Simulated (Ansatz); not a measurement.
`OC/C(O)=N\[SiH3]` + `[OH][In]([OH])[SH]` → `[OH][In]([SH])[O][SiH3]` + `N=C(O)CO`  (ligand exchange at the Si–N bond)

Calculated with Ansatz (gas phase, PBE0-D4/def2-TZVP geometries, no zero-point term in ΔE). CBS: MP2 limit from def2 TZ/QZ plus the TZ coupled-cluster correction, frozen cores. Functionals use def2-TZVPP. B3LYP here is the variant with VWN-RPA as its local correlation; programs differ in this. Elements past krypton have def2 core potentials. For In outer-core shells are correlated without core-valence functions, which leaves a few kJ/mol of doubt a bond. Each species was taken in one conformer, which may not be the lowest.

(1) Is it downhill or uphill in electronic energy at CCSD(T)/CBS, and by how much? (Estimate.)

(2) What do these levels give: r2SCAN-D4, PBE0-D4, B3LYP-D4, ωB97M-V, PBE, PBE0, B3LYP, HF/def2-TZVPP, CCSD(T)/def2-TZVPP, HF/def2-QZVPP, HF/CBS(def2), CCSD/CBS(def2)? (An estimate is asked.)

Largest T1 diagnostic among the species: 0.016.

Results:

(1) The calculation gave: Downhill: ΔE = -58.0 kJ/mol.

(2) Ansatz gave: r2SCAN-D4 -49.9, PBE0-D4 -48.1, B3LYP-D4 -51.2, ωB97M-V -52.4, PBE -44.1, PBE0 -49.6, B3LYP -54.2, HF/def2-TZVPP -70.0, CCSD(T)/def2-TZVPP -58.6, HF/def2-QZVPP -71.6, HF/CBS(def2) -71.8, CCSD/CBS(def2) -60.5 kJ/mol.

From PBE to PBE0 (25 % exact exchange), in def2-TZVPP and without D4, ΔE moves by −5.5 kJ/mol. The D4 term adds +3.0 kJ/mol with B3LYP and +1.5 kJ/mol with PBE0; it sums over pairs of atoms, weighted by their polarisabilities, and B3LYP, whose exchange is more repulsive, gets the larger term. In def2-TZVPP, CCSD(T) changes the Hartree–Fock value by +11.4 kJ/mol (the triples alone add +2.4 kJ/mol) and MP2 by +14.5 kJ/mol.
